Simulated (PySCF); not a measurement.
## Working out the ionisation energy of Mg²⁺

Mg²⁺ [Ne] (1S) → Mg³⁺ [He] 2s2 2p5 (2P). All numbers are calculated (PySCF 2.14, no relativity, point nucleus, in pcseg-2 (5s3p1d, 19 functions)). Frozen: [He] 2s2. Energies in hartree (1 hartree = 27.21139 eV):

```json
{"part": "UHF", "Mg²⁺ (lower)": "-198.820440", "Mg³⁺ (upper)": "-195.874288"}
{"part": "CCSD correlation", "Mg²⁺ (lower)": "-0.005821", "Mg³⁺ (upper)": "-0.002156"}
{"part": "(T)", "Mg²⁺ (lower)": "-0.000084", "Mg³⁺ (upper)": "-0.000006"}
```

What does Hartree-Fock give?

(-195.874288) − (-198.820440) = 2.946152 hartree = 80.169 eV.

What do CCSD and CCSD(T) give?

The CCSD correlation energies differ by 0.003665 hartree = 0.100 eV and the triples by 0.000078 hartree = 0.002 eV, so CCSD gives 80.269 eV and CCSD(T) 80.271 eV.

Reference: 80.144 eV (measured; NIST Atomic Spectra Database, ionization energies), between the lowest levels; spin-orbit coupling is absent from the calculation.

What remains against the reference includes basis incompleteness, the frozen core and higher excitations.
